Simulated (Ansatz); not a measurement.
Relaxation of Cl₃FH₂O₂Ta (9 atoms, charge 0, multiplicity 2), to a largest force component of 0.03 eV/Å in at most 50 steps.

Computed with UKS PBE/def2-SVP (Ansatz 0.2.0).

```xyz
9
Properties=species:S:1:pos:R:3
Ta -0.101 -0.005 -0.023
F 1.812 -0.074 0.033
Cl -0.047 0.027 2.369
Cl -0.016 0.036 -2.363
O -1.055 1.628 0.053
H -1.406 2.119 0.818
O -1.109 -1.599 0.040
H -1.589 -2.071 0.743
Cl 4.509 0.037 -0.011
```

Task: Where does it end, and by what steps?

Result: The forces met the threshold. After 2 steps the energy has fallen by 0.005 eV; Cl3 moved furthest, 0.02 Å.

```tsv
step	energy less start (eV)	largest force component (eV/Å)	accepted
0	0.0000	0.431	yes
1	-0.0031	0.087	yes
2	-0.0046	0.024	yes
```

```xyz
9
Properties=species:S:1:pos:R:3
Ta -0.093 -0.005 -0.019
F 1.804 -0.077 0.040
Cl -0.026 0.017 2.371
Cl -0.013 0.032 -2.360
O -1.048 1.627 0.051
H -1.416 2.114 0.810
O -1.104 -1.597 0.041
H -1.604 -2.058 0.738
Cl 4.498 0.045 -0.013
```

Whether the end is a true minimum wasn't checked by a vibrational analysis.

Time of the run: 36 s on 4 threads of Arm Neoverse V2, on a shared host, peak memory 0.41 GiB.
